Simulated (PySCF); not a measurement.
CH11NOSi3, SMILES N[SiH2]OC([SiH3])[SiH3].

Coordinates come from a PBE0-D3(BJ)/def2-SVP optimisation. This is a generated structure with no PubChem entry under its InChIKey; it may be hypothetical. One conformer was computed; it need not be the lowest.

The numbers are results of PBE/def2-TZVP in PySCF, not measurements.

Isolated molecule, no solvent.

The total energy comes out as -1042.64651 hartree and the point group is Cs. The highest occupied level comes out as -5.96 eV and the lowest empty level is -0.62 eV. The orbital gap comes out as 5.33 eV, the dipole moment is 1.11 D and the quadrupole, principal values (traceless, Buckingham form, about the centre of nuclear charge) comes out as -7.41, -1.49, 8.90 D·Å.
